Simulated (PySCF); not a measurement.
Species: C3H3FS3.
SMILES with atom numbers: `[F:1][C@H:2]1[CH2:3][S:4][C:5](=[S:6])[S:7]1`

Cartesian coordinates in Å at the GFN2-xTB level; atoms count from 1:
```
atom  x, y, z in Å
F1    -1.3668   -1.4122    0.4829
C2    -0.8190   -0.5810   -0.4497
C3    -0.7361    0.8356    0.0789
S4     0.7448    1.0001    1.1365
C5     1.7237   -0.2053    0.3369
S6     3.2944   -0.4331    0.6676
S7     0.8650   -1.1546   -0.8727
H8    -1.4377   -0.6589   -1.3500
H9    -0.6509    1.5472   -0.7423
H10   -1.6085    1.0670    0.6892
```

NICS is the negative of the GIAO shielding at a point without a nucleus: at the ring centre (0) and 1 Å above and below it (1); zz is the component along the ring normal. Level: GIAO PBE0/pcSseg-1 (PySCF, non-relativistic, gas phase) on the GFN2-xTB geometry, one conformer.

Ring bond lengths (Å), with Mayer bond orders in brackets: C2–C3 1.514 (0.97), C3–S4 1.827 (0.96), S4–C5 1.747 (1.04), C5–S7 1.761 (0.99), S7–C2 1.829 (0.98).

Question: What do the NICS probes read (ppm)?

Answer: 
```json
{"ring": "C2–C3–S4–C5–S7", "type": "5-membered ring with 2 S; formal bonds all single", "NICS(0)": "-5.1", "NICS(1), two faces": "-4.0 / -2.9", "NICS(1)zz, two faces": "-2.5 / -0.7", "rms pucker (Å)": "0.17", "centre to ring atoms, mean (Å)": "1.46"}
```

Question: What do they say, and how far can they be read as aromaticity?

Answer: 
- C2–C3–S4–C5–S7: mean NICS(1)zz -1.6 ppm, near zero. C2, C3 have four or more neighbours, and the NICS criterion for π rings isn't applied.

Question: At the first NICS(1) probe listed for ring C2–C3–S4–C5–S7, 1 Å off the ring, what do the in-plane components average?

Answer: The isotropic value is a third of the trace: (3 × -4.0 − (-2.5))/2 = -4.8 ppm.

Question: What are the shieldings of the ring atoms and their hydrogens in the same run (means over atoms taken as equivalent)?

Answer: 
```json
{"atoms": "C2", "environment": "sp3 C–F carbon", "σ isotropic (ppm)": "73.3"}
{"atoms": "C3", "environment": "sp3 carbon bound to sulfur", "σ isotropic (ppm)": "131.1"}
{"atoms": "S4", "environment": "sulfur bonded to 2 C", "σ isotropic (ppm)": "244.0"}
{"atoms": "C5", "environment": "thiocarbonyl carbon", "σ isotropic (ppm)": "-46.9"}
{"atoms": "S7", "environment": "sulfur bonded to 2 C", "σ isotropic (ppm)": "163.4"}
{"atoms": "H8", "environment": "methine hydrogen", "σ isotropic (ppm)": "25.00"}
{"atoms": "H9", "environment": "methylene hydrogen", "σ isotropic (ppm)": "27.45"}
{"atoms": "H10", "environment": "methylene hydrogen", "σ isotropic (ppm)": "27.77"}
```
